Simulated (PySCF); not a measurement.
A PySCF script (with the pyscf-properties extension) for the NMR shieldings of SMILES N#CC[SiH2]C[SiH2]S[SiH3], C3H11NSSi3, on a GFN2-xTB geometry:

```python
import basis_set_exchange as bse
import numpy as np
from pyscf import gto, dft
from pyscf.prop import nmr

atoms = """
N    -2.749765   -0.938022   -2.026074
C    -2.402156   -1.105657   -0.947471
C    -1.964144   -1.267696    0.398480
Si   -1.817385    0.434018    1.278665
C    -0.839344    1.622100    0.159317
Si    0.697860    0.923652   -0.699865
S     1.716111   -0.327256    0.735361
Si    3.572765   -0.774297   -0.233190
H    -0.987872   -1.754463    0.396023
H    -2.666538   -1.913530    0.925330
H    -3.168272    0.969637    1.493630
H    -1.147075    0.196109    2.556265
H    -0.554550    2.489907    0.752756
H    -1.498282    1.992739   -0.625341
H     0.368686    0.078467   -1.842255
H     1.626917    1.981517   -1.097456
H     4.296365    0.475740   -0.426080
H     3.284115   -1.406299   -1.513838
H     4.222760   -1.667416    0.708282
"""
names = dict.fromkeys(["N", "C", "Si", "S", "H"], "pcSseg-1")
basis = {el: gto.basis.parse(bse.get_basis(n, elements=[el], fmt="nwchem")) for el, n in names.items()}
mol = gto.M(atom=atoms, basis=basis, charge=0, verbose=0)
mf = dft.RKS(mol, xc="PBE0")
mf.grids.level = 2
mf.grids.alignment = dft.numint.BLKSIZE   # the property module wants whole blocks of grid points
mf.conv_tol = 1e-9
mf.kernel()

calc = nmr.RKS(mf)   # GIAO
C = mf.mo_coeff
Co = C[:, mf.mo_occ > 0]
resp = mf.gen_response(singlet=True, hermi=2)
def vind(x):   # induced exchange potential for any number of trial vectors
    d = np.einsum("pi,xij,qj->xpq", C, 2 * x.reshape(-1, C.shape[1], Co.shape[1]), Co, optimize=True)
    return np.einsum("xpq,pi,qj->xij", resp(d - d.transpose(0, 2, 1)), C, Co, optimize=True).ravel()
mo1, _ = nmr.rhf.solve_mo1(calc, with_cphf=vind)
sigma = calc.kernel(mo1)
for i, s in enumerate(sigma):   # ppm
    print("%2d %-2s %9.2f" % (i, mol.atom_pure_symbol(i), np.trace(s) / 3))
```

Task: Give the expected output.

Result: 
```
 0 N     -29.73
 1 C      63.63
 2 C     188.84
 3 Si    390.72
 4 C     195.96
 5 Si    374.94
 6 S     833.12
 7 Si    407.71
 8 H      29.40
 9 H      30.12
10 H      27.14
11 H      27.19
12 H      31.34
13 H      31.11
14 H      26.40
15 H      26.68
16 H      27.08
17 H      27.09
18 H      27.02
```

These numbers come from an equivalent density-fitted implementation of the same equations, which agrees with the script to about 0.01 ppm for H and up to a few tenths of a ppm for heavy atoms, so last digits may differ.

Task: Turn these shieldings into chemical shifts. Shifts are taken against calculated references (same method and geometry level): 15N (σ = 267.73 ppm) against NH3; 13C (σ = 186.93 ppm), 29Si (σ = 349.16 ppm), 1H (σ = 31.72 ppm) against TMS; CS2 for 33S (σ = 503.73 ppm).

Result: Averaging equivalent atoms: N 0: 297.5; C 1: 123.3; C 2: -1.9; C 4: -9.0; Si 5: -25.8; Si 3: -41.6; Si 7: -58.5; S 6: -329; H 14/15: 5.17; H 16/17/18: 4.66; H 10/11: 4.56; H 8/9: 1.96; H 12/13: 0.49 ppm. Experimental scales use liquid or dissolved standards, which lie at an offset from isolated NH3 (liquid NH3: subtract about 20 ppm). Unscaled 15N shifts of sp2 nitrogen come out 20 to 40 ppm too high even then.

Size and cost of the density-fitted run: 219 basis functions, 36 s wall time on 1 thread of an Intel Xeon 6975P-C, shared host; peak memory 0.93 GiB.
